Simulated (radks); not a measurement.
Valence configurations of Cd II (all share [Kr]). All-electron calculation, Dirac Kohn-Sham, LDA (Slater exchange, Perdew-Wang correlation), spin-unpolarised, spherical densities, finite nucleus; open shells are shared between the two j in proportion to 2j + 1; Fermi nuclear charge, rms radius 4.6087 fm. Program: a radial shooting solver on a logarithmic mesh with Libxc functionals. Energies are relative to 4d10 5s1; eigenvalues in eV.

valence          E (eV)  e(4d3/2)  e(4d5/2)  e(5p1/2)  e(5p3/2)  e(5s1/2)
4d10 5s1          0.000   -21.173   -20.462         -         -   -13.450
4d9 5s1 5p1      14.948   -26.674   -25.915    -9.682    -9.237   -15.890
4d9 5s2           8.528   -25.202   -24.448         -         -   -14.947
4d8 5s1 5p2      33.740   -32.154   -31.347   -11.256   -10.714   -18.095
4d10 5p1          5.896   -22.717   -22.001    -8.747    -8.369         -
4d9.5 5s1 5p0.5   7.009   -23.928   -23.193    -8.821    -8.422   -14.709
4d7 5s2 5p2      48.750   -36.404   -35.552   -12.122   -11.507   -19.420
4d7.5 5s2 5p1.5  37.176   -33.613   -32.785   -11.372   -10.807   -18.367
4d7 5s1 5p3      56.538   -37.637   -36.781   -12.714   -12.073   -20.153
4d9 5p2          21.543   -28.063   -27.299   -10.382    -9.910         -

NIST lists [Kr] 4d10 5s1 as the ground configuration; this level of theory agrees among the configurations tried. The energies are those of spherical spin-averaged densities, not of single terms.
